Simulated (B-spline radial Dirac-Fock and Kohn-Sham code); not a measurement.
**Satellites and hypersatellites of the K lines of Rh⁺**

System: Rh⁺, [Kr] 4d7 5p1 (not the ground configuration).

Level of theory: relaxed Dirac-Fock hole states (ΔSCF) with Breit and QED corrections and a finite nucleus; a radial B-spline solver. Each two-hole energy is an average over J within one jj subconfiguration, not an observable level; in light atoms, where LS coupling holds, the j-resolved values are not observed lines, and for a K spectator the Kα1 hypersatellite is nearly forbidden. The model has no electron correlation.

Lines without a spectator: Kα2 (K-L2) 20071.6 eV, Kα1 (K-L3) 20214.1 eV, Kβ3 (K-M2) 22695.0 eV, Kβ1 (K-M3) 22720.2 eV. Shifts in eV with one spectator hole (a dash: not computed, or left out as unreliable):

```csv
spectator hole,Kα2,Kα1,Kβ3,Kβ1
K (1s),+507.1,+519.9,+644.5,+647.2
L2 (2p1/2),+54.3,+67.9,–,+145.6
L3 (2p3/2),+55.0,+54.6,+131.8,–
M2 (3p1/2),–,+7.18,+16.38,+20.09
M3 (3p3/2),+5.55,–,+17.46,+16.86
M5 (3d5/2),-1.93,-0.33,–,–
```
